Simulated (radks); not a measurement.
Valence configurations of O2+ (all share [He]). All-electron calculation, non-relativistic Kohn-Sham, r2SCAN, spin-polarised, spherical densities, point nucleus; open shells are filled with parallel spins first; meta-GGA in the generalised Kohn-Sham scheme. Program: a radial shooting solver on a logarithmic mesh with Libxc functionals. Energies are relative to 2s2 2p2; eigenvalues in eV for spin up.

2s2 2p2: E (eV) 0.000; moment (Bohr magnetons) 2; e(2p) -45.763; e(2s) -61.893
2s1 2p3: E (eV) 5.685; moment (Bohr magnetons) 4; e(2p) -46.819; e(2s) -63.024
2p4: E (eV) 32.495; moment (Bohr magnetons) 2; e(2p) -45.412
2s1.5 2p2.5: E (eV) 4.019; moment (Bohr magnetons) 3; e(2p) -46.467; e(2s) -62.669
2s0.5 2p3.5: E (eV) 20.132; moment (Bohr magnetons) 3; e(2p) -46.321; e(2s) -62.537

NIST lists [He] 2s2 2p2 as the ground configuration; this level of theory agrees among the configurations tried. The energies are those of spherical high-spin densities, not of single terms.
